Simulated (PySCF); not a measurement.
What does the PBE0-D3(BJ)/def2-SVP structure of InChI=1S/C11H11N/c1-3-9-10(7-12)11(9)6-4-5-8(11)2/h3-6,9-10H,1H2,2H3/t9-,10+,11-/m1/s1 look like in three dimensions?

```xyz
23
C11H11N angstrom
C      2.7873   -0.8453    0.6013
C      1.8083   -0.9852   -0.2933
C      1.0678    0.1159   -0.9545
C      0.7060    1.4176   -0.3125
C      0.9971    1.7255    1.0598
N      1.2399    2.0156    2.1551
C     -0.4012    0.4128   -0.6780
C     -1.3045    0.7427   -1.8043
C     -2.5307    0.2593   -1.5136
C     -2.4903   -0.3856   -0.2058
C     -1.2442   -0.3086    0.3267
C     -0.8139   -0.8380    1.6498
H      3.1050    0.1323    0.9734
H      3.3010   -1.7206    1.0059
H      1.5283   -1.9889   -0.6353
H      1.3111    0.2151   -2.0188
H      0.7434    2.3054   -0.9506
H     -0.9881    1.2756   -2.7015
H     -3.4158    0.3306   -2.1472
H     -3.3436   -0.8619    0.2801
H     -0.4339   -0.0436    2.3109
H     -1.6635   -1.3216    2.1516
H     -0.0026   -1.5766    1.5564
```

Any rigid rotation of these coordinates is as good. Atoms count from 1 in this order. The 3-membered ring C3–C4–C7 has internal angles of 58.5° to 61.3°. The C–C distances run from 1.333 Å (C1=C2, drawn double) to 1.539 Å (C4–C7, drawn single), a spread of 0.206 Å. Of the pairs four or more bonds apart, C5···H21 is among the closest relative to their van der Waals radii: 2.60 Å, 90 % of the sum of Bondi's values. The 5-membered ring C7–C8–C9–C10–C11 has internal angles of 105.9° to 110.6° (sum 540°, against 540° for a flat polygon); it is planar, 0.00 Å rms from its mean plane, widest ring torsion 1°.

Bonds between heavy atoms (Å): C1=C2 1.333, C2–C3 1.483, C3–C4 1.496, C4–C5 1.436, C5≡N6 1.159, C4–C7 1.539, C7–C8 1.481, C8=C9 1.350, C9–C10 1.459, C10=C11 1.357, C11–C12 1.489, C3–C7 1.524, C7–C11 1.497.

Method used: PBE0-D3(BJ)/def2-SVP geometry optimisation, gas phase (PySCF 2.14.0).

Point group: C1 (no symmetry element, even within 0.4 Å). No frequency check. The numbers are those of one conformer (C1–C2–C3–C4 -35°).
